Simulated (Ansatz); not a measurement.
Mulliken charges of CH4FOY, SMILES `[CH3][Y]([OH])[F]` from ωB97M-V/def2-TZVPP in Ansatz (PBE0-D4/def2-TZVP geometry).

```csv
atom,x (Å),y (Å),z (Å),charge (e)
C1,-0.407,-0.026,-1.401,-0.721
Y2,0.831,-0.105,0.613,1.228
O3,-0.073,0.746,2.193,-0.541
F4,2.133,-1.621,0.776,-0.481
H5,-1.323,-0.629,-1.324,0.124
H6,-0.745,0.985,-1.666,0.113
H7,0.139,-0.416,-2.269,0.117
H8,-0.464,1.008,3.022,0.163
```

**Question.** By hand: the dipole of these point charges (1 e Å = 4.8032 D).

**Answer.** Σ q r = (0.020, 0.415, 0.078) e Å, of length 0.423 e Å = 2.03 D.

**Question.** How does the dipole of the full density compare? (An estimate is asked.)

**Answer.** Computed: (0.108, 0.520, 0.242) e Å, 2.80 D; the point charges give 0.72 times that, at 16° from its direction.

Point charges leave out the atoms' own dipoles, such as those of lone pairs, and Mulliken's split depends on the basis, so the two needn't agree.
